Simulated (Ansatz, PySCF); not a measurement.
VOCl2, SMILES [O]=[V+]([Cl])[Cl], charge +1, multiplicity 1. Atoms are numbered in the order given.

```xyz
4

V     -0.3618    -0.4084     0.0000
O      0.4804    -1.6620     0.0000
Cl     0.1317     0.6673     1.6979
Cl     0.1317     0.6673    -1.6979
```
Charge +1, spin multiplicity 1.

The structure is a stationary point at PBE0-D3(BJ)/def2-SVP. The spin state was assumed, not searched. The isomer is the one that the SMILES or the coordinates give; other isomers of the formula were not compared.

Vertical ionisation energy (IE) and electron affinity (EA) in eV. Rows of orbital energies are one-electron estimates. Where ΔSCF, EOM or ADC give a negative EA the extra electron is unbound and the value depends on the basis.

```
level                                                                   IE     EA
-------------------------------------------------------------------  -----  -----
−ε(HOMO), −ε(LUMO), HF/def2-TZVPD (PySCF)                                …      …
−ε(HOMO), −ε(LUMO), PBE/def2-TZVPD (PySCF)                           13.96  11.86
ΔSCF, PBE0/def2-SVPD (Ansatz), final states of multiplicity 2 and 2  17.73   9.72
ΔSCF, PBE/def2-SVPD (Ansatz), final states of multiplicity 2 and 2   17.38   8.91
```

Q: Fill in the missing entries. (An estimate is asked for; the answer gives what the named calculation found.)

A: 
- −ε(HOMO), −ε(LUMO), HF/def2-TZVPD (PySCF), IE: 18.52
- −ε(HOMO), −ε(LUMO), HF/def2-TZVPD (PySCF), EA: 7.21

Q: What vertical singlet–triplet gap does ΔSCF give with PBE0/def2-SVPD (Ansatz, a first-principles code) and with PBE/def2-SVPD (Ansatz)? (Estimate from the structure and the level; the computed values follow.)

A: 1.72 and 2.16 eV (triplet above singlet where positive).
